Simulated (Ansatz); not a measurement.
One change: `C=[CH][In]([CH3])[F]` becomes `C=[CH][In]([CH3])[Cl]`.

Ansatz, PBE0-D4/def2-TZVP geometries, multiplicity 1. Each molecule was computed in one conformer, which needn't be the lowest.

Elements past krypton have def2 core potentials.

```json
{"property": "LUMO energy (B3LYP/def2-TZVPP) / eV", "`C=[CH][In]([CH3])[F]`": "-1.67"}
{"property": "LUMO energy (ωB97M-V/def2-TZVPP) / eV", "`C=[CH][In]([CH3])[F]`": "0.20"}
{"property": "HOMO–LUMO gap (B3LYP/def2-TZVPP) / eV", "`C=[CH][In]([CH3])[F]`": "5.93"}
{"property": "HOMO energy (ωB97M-V/def2-TZVPP) / eV", "`C=[CH][In]([CH3])[F]`": "-9.96"}
{"property": "HOMO energy (PBE/def2-TZVPP) / eV", "`C=[CH][In]([CH3])[F]`": "-6.56"}
{"property": "HOMO–LUMO gap (PBE0/def2-TZVPP) / eV", "`C=[CH][In]([CH3])[F]`": "6.41"}
```

(1) Give the same properties after the change, and the shifts. (Best estimate.)

Results:

(1) Computed: 
| property | `C=[CH][In]([CH3])[Cl]` | shift |
| --- | --- | --- |
| LUMO energy (B3LYP/def2-TZVPP) / eV | -1.82 | -0.15 |
| LUMO energy (ωB97M-V/def2-TZVPP) / eV | 0.06 | -0.14 |
| HOMO–LUMO gap (B3LYP/def2-TZVPP) / eV | 5.65 | -0.28 |
| HOMO energy (ωB97M-V/def2-TZVPP) / eV | -9.86 | 0.10 |
| HOMO energy (PBE/def2-TZVPP) / eV | -6.47 | 0.09 |
| HOMO–LUMO gap (PBE0/def2-TZVPP) / eV | 6.14 | -0.27 |

With PBE0 the HOMO rises by 0.11 eV and the LUMO falls by 0.17 eV, so the gap narrows by about 0.28 eV. PBE moves the HOMO by 0.09 eV and ωB97M-V by 0.10 eV.

Positive LUMOs are unbound, so they and the gaps depend on the basis.

B3LYP here is the variant with VWN-RPA as its local correlation; programs differ in this.
